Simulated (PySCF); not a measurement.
# Hartree-Fock beside MP2: BF2H2Si

These are calculations, not measurements. The program is PySCF 2.14.0, an open-source quantum chemistry code, run on an isolated molecule that a program drew, which may never have been made. The molecule is BF2H2Si (charge 0, doublet), drawn as the SMILES string `B[Si](F)F`.

The geometry was optimised and harmonic frequencies were computed with HF and MP2, all in the cc-pV(D+d)Z basis, for the commonest isotopes, with a restricted reference for singlets and an unrestricted one otherwise, and a frozen core in MP2. Each result is a local minimum of its method.

Geometry at the HF minimum:
```xyz
6
BF2H2Si, angstrom
B    -2.9705   -3.7195    1.6124
Si   -1.9280   -2.2338    2.1362
F    -1.9143   -0.7794    1.4897
F    -0.8683   -2.1592    3.3215
H    -3.7143   -3.5746    0.6905
H    -2.8364   -4.7328    2.2281
```

Lengths of the bonds as drawn, in Å (atoms numbered as above):
```
  bond     HF    MP2
B1-Si2  1.889  1.890
Si2-F3  1.592  1.612
Si2-F4  1.592  1.612
 B1-H5  1.193  1.201
 B1-H6  1.193  1.201
```

Rotational constants, in GHz:
```
constant     HF    MP2
       A  8.072  7.812
       B  5.903  5.878
       C   3.41  3.354
```

Harmonic frequencies in cm^-1, each column in rising order, so a row needn't be the same motion in every method:
| rank | HF | MP2 |
|---|---|---|
| 1 | 91 | 195 |
| 2 | 206 | 246 |
| 3 | 342 | 325 |
| 4 | 385 | 345 |
| 5 | 681 | 655 |
| 6 | 694 | 673 |
| 7 | 780 | 716 |
| 8 | 983 | 952 |
| 9 | 990 | 954 |
| 10 | 1209 | 1135 |
| 11 | 2710 | ? |
| 12 | 2821 | 2775 |

**Estimate the missing MP2 frequency from the HF column.**

A single factor s that minimises the squared misfit of MP2 against s times HF over the other rows is sum(HF x MP2) / sum(HF^2) = 0.9720, with an rms misfit of 42 cm^-1. For rank 11 it gives 0.9720 x 2710 = 2634 cm^-1. The calculation gives 2655 cm^-1, 21 cm^-1 above the estimate. The drawn bonds are on average 0.8 % longer in MP2 than in HF.
